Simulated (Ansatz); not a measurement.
Species: CH₅ClOSi, charge 0, singlet. CH5ClOSi (chlorosilylmethanol, SMILES OC[SiH2]Cl).
B3LYP-D3(BJ)/def2-TZVP minimum from Ansatz (a program for electronic structure):
```
C
H 1 1.0917
H 1 1.0999 2 106.52
O 1 1.4299 2 106.17 3 119.03
H 4 0.9632 1 109.11 2 178.93
Si 1 1.8863 2 109.54 3 -118.00
H 6 1.4792 1 110.67 2 66.79
H 6 1.4809 7 110.35 1 -120.94
Cl 6 2.0645 7 108.39 8 -117.56
```

Total energies in hartree (Ansatz). Radicals and triplets start from unrestricted determinants; spin-orbit coupling is neglected. Correlated methods leave the cores frozen. No relativity. For partners of very few electrons the exact lower level stands in for a higher one.

| species | HF/cc-pV(T+d)Z | CCSD(T)/cc-pV(T+d)Z | HF/cc-pV(Q+d)Z | CCSD(T)/cc-pV(Q+d)Z | CCSD(T)/cc-pV(D+d)Z | CCSDT(Q)/cc-pV(D+d)Z |
|---|---|---|---|---|---|---|
| 1: CH5ClOSi (SMILES Cl[SiH2]CO) | -864.19432 | -864.99724 | -864.21057 | -865.07078 | -864.75577 | -864.75814 |
| 2: O (triplet) | -74.81176 | -74.97396 | -74.81729 | -74.99357 | -74.90995 | -74.91013 |
| 3: C (triplet) | -37.69157 | -37.78076 | -37.69331 | -37.78654 | -37.76038 | -37.76071 |
| 4: Si (triplet) | -288.85649 | -288.93344 | -288.85845 | -288.93781 | -288.91643 | -288.91690 |
| 5: Cl (doublet) | -459.48556 | -459.67356 | -459.48916 | -459.69449 | -459.60403 | -459.60445 |
| 6: H (doublet) | -0.49981 | -0.49981 | -0.49995 | -0.49995 | -0.49928 | -0.49928 |

**Question.** Work out the atomisation energy (electronic, to ground-state atoms) in kcal/mol: take Hartree-Fock from cc-pV(Q+d)Z, extrapolate the CCSD(T) correlation energy as X^-3 (X = 3, 4), and add CCSDT(Q) - CCSD(T) in cc-pV(D+d)Z. 1 hartree = 627.51 kcal/mol.

**Answer.** 
Species 1: correlation (64·(-0.86021) - 27·(-0.80292))/37 = -0.90202; step -0.00237; E1 = -864.21057 + (-0.90202) + (-0.00237) = -865.11496
Species 2: correlation (64·(-0.17628) - 27·(-0.16220))/37 = -0.18655; step -0.00018; E2 = -74.81729 + (-0.18655) + (-0.00018) = -75.00402
Species 3: correlation (64·(-0.09323) - 27·(-0.08919))/37 = -0.09618; step -0.00033; E3 = -37.69331 + (-0.09618) + (-0.00033) = -37.78982
Species 4: correlation (64·(-0.07936) - 27·(-0.07695))/37 = -0.08112; step -0.00047; E4 = -288.85845 + (-0.08112) + (-0.00047) = -288.94004
Species 5: correlation (64·(-0.20533) - 27·(-0.18800))/37 = -0.21798; step -0.00042; E5 = -459.48916 + (-0.21798) + (-0.00042) = -459.70756
Species 6: correlation (64·(0.00000) - 27·(0.00000))/37 = 0.00000; step +0.00000; E6 = -0.49995 + (0.00000) + (+0.00000) = -0.49995
-1·E1 +1·E2 +1·E3 +1·E4 +1·E5 +5·E6 = 1.17377 hartree = 736.6 kcal/mol.
